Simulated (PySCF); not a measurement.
Vertical excitations of a molecule C4H9N from TDA-PBE/def2-SVPD (PySCF), as energy in eV (oscillator strength): 4.57 (0.033), 5.30 (0.004), 5.53 (0.017), 5.97 (0.264), 6.16 (0.091), 6.33 (0.012), 6.70 (0.058), 6.91 (0.026), 7.15 (0.051), 7.26 (0.028). Lowest triplet (TDA): 3.89 eV. The structure is a stationary point at B3LYP-D3(BJ)/def2-SVP. Other conformers were not sampled.

Task: Which structure fits?
(A) CNC1CC1
(B) C=CN(C)C
(C) C=C[C@H](C)N
(D) CC1CNC1

Result: B, C=CN(C)C
